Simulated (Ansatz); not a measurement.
Consider the ligand exchange at the Al–O bond: `C[O][Al]([F])[O]C` + HCl → `C[O][Al]([F])[Cl]` + CH₃OH.

Gas-phase electronic energies from Ansatz, PBE0-D4/def2-TZVP geometries. CBS: MP2 limit from def2 TZ/QZ plus the TZ coupled-cluster correction, frozen cores. This one scheme is used for every species. Functionals use def2-TZVPP. Each species was taken in one conformer, which may not be the lowest.

`C[O][Al]([F])[O]C`:

Cartesian coordinates in Å:
```
C -2.072 -0.103 -0.251
O -1.158 0.530 -1.095
Al 0.485 0.807 -1.208
F 1.006 1.670 -2.499
O 1.644 0.284 -0.128
C 1.746 -0.439 1.061
H -2.803 0.622 0.121
H -1.594 -0.575 0.615
H -2.615 -0.878 -0.802
H 2.193 0.185 1.842
H 2.392 -1.310 0.916
H 0.775 -0.794 1.427
```

HCl:

Cartesian coordinates in Å:
```
Cl 0.531 0.032 0.354
H -0.531 -0.032 -0.354
```

`C[O][Al]([F])[Cl]`:

```xyz
8

C    -0.737    0.449   -0.979
O     0.143   -0.494   -0.431
Al    0.926   -0.702    1.021
F     1.893   -2.004    1.225
Cl    0.714    0.647    2.585
H    -1.670   -0.043   -1.270
H    -0.292    0.892   -1.874
H    -0.976    1.255   -0.276
```

CH₃OH:

Z-matrix (Å, degrees):
```
C
O 1 1.409
H 1 1.097 2 112.4
H 1 1.090 2 107.0 3 -118.5
H 1 1.097 2 112.4 3 123.0
H 2 0.959 1 108.5 3 -61.6
```

```tsv
level	ΔE (eV)
PBE-D4	-0.39
PBE0-D4	-0.40
r2SCANh-D4	-0.39
CAM-B3LYP-D4	-0.29
ωB97X-V	-0.37
revPBE	-0.43
CCSD/def2-SVP	-0.32
MP2/CBS(def2)	-0.38
```

What does CCSD(T)/CBS give? (An estimate is asked.)

Ansatz gave: -0.37 eV. The listed levels differ from it by -0.02, -0.03, -0.02, 0.08, 0.00, -0.06, 0.05, -0.01 eV.

Largest T1 diagnostic among the species: 0.012.

At CCSD(T), def2-SVP lies +0.05 eV from the extrapolated value and def2-TZVPP +0.04 eV. Leaving LDA and LC-ωPBE aside and taking each functional with its dispersion term where it has one, the values, not all of them listed here, spread over 0.11 eV, from HSE06-D4 to CAM-B3LYP-D4. LDA lies +0.08 eV from PBE without D4.
